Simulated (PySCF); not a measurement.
C4H4Cl2, SMILES C=CC=C(Cl)Cl. Atoms are numbered in the order given.

```xyz
10

C     -0.4643    -3.2593     0.0000
C      0.1140    -2.0460     0.0000
C     -0.6355    -0.8033     0.0000
C     -0.1073     0.4358     0.0000
Cl     1.6005     0.7537     0.0000
Cl    -1.1006     1.8587     0.0000
H     -1.5525    -3.3748     0.0000
H      0.1343    -4.1729     0.0000
H      1.2046    -1.9632     0.0000
H     -1.7273    -0.8640     0.0000
```

Coordinates come from a B3LYP-D3(BJ)/def2-SVP optimisation. Other conformers were not sampled.

Calculation: PySCF 2.14.0 with TDA-PBE/def2-SVPD.

Vertical excitations. The molecule is in vacuum. State labels are in the subgroup Cs.

Q: Estimate the UV-visible absorptions. (An estimate is asked for; the answer gives what the named calculation found.)

A: 
```json
[
 {"state": "S1", "symmetry": "A\"", "energy (eV)": "4.89", "λ (nm)": "253", "f": "0.000", "main pairs": "HOMO→LUMO+1 99 %"},
 {"state": "S2", "symmetry": "A'", "energy (eV)": "5.23", "λ (nm)": "237", "f": "0.724", "main pairs": "HOMO→LUMO 76 %, HOMO−2→LUMO 12 %"},
 {"state": "S3", "symmetry": "A\"", "energy (eV)": "5.37", "λ (nm)": "231", "f": "0.000", "main pairs": "HOMO−1→LUMO 100 %"},
 {"state": "S4", "symmetry": "A\"", "energy (eV)": "5.57", "λ (nm)": "222", "f": "0.000", "main pairs": "HOMO→LUMO+2 99 %"},
 {"state": "S5", "symmetry": "A'", "energy (eV)": "5.97", "λ (nm)": "208", "f": "0.215", "main pairs": "HOMO→LUMO+3 40 %, HOMO−2→LUMO 39 %, HOMO→LUMO 11 %, HOMO−3→LUMO 6 %"},
 {"state": "S6", "symmetry": "A\"", "energy (eV)": "6.04", "λ (nm)": "205", "f": "0.000", "main pairs": "HOMO−4→LUMO 100 %"},
 {"state": "S7", "symmetry": "A'", "energy (eV)": "6.07", "λ (nm)": "204", "f": "0.031", "main pairs": "HOMO−3→LUMO 85 %"},
 {"state": "S8", "symmetry": "A\"", "energy (eV)": "6.31", "λ (nm)": "197", "f": "0.019", "main pairs": "HOMO→LUMO+4 100 %"},
 {"state": "S9", "symmetry": "A\"", "energy (eV)": "6.49", "λ (nm)": "191", "f": "0.002", "main pairs": "HOMO→LUMO+5 100 %"},
 {"state": "S10", "symmetry": "A\"", "energy (eV)": "6.60", "λ (nm)": "188", "f": "0.000", "main pairs": "HOMO→LUMO+6 100 %"},
 {"state": "T1", "symmetry": "A'", "energy (eV)": "2.84", "λ (nm)": "437", "f": "0", "main pairs": "HOMO→LUMO 98 %"},
 {"state": "T2", "symmetry": "A\"", "energy (eV)": "4.49", "λ (nm)": "276", "f": "0", "main pairs": "HOMO→LUMO+1 100 %"},
 {"state": "T3", "symmetry": "A'", "energy (eV)": "4.91", "λ (nm)": "253", "f": "0", "main pairs": "HOMO−2→LUMO 69 %, HOMO→LUMO+3 27 %"},
 {"state": "T4", "symmetry": "A\"", "energy (eV)": "5.29", "λ (nm)": "234", "f": "0", "main pairs": "HOMO−1→LUMO 99 %"}
]
```
Triplets are in the Tamm–Dancoff approximation.
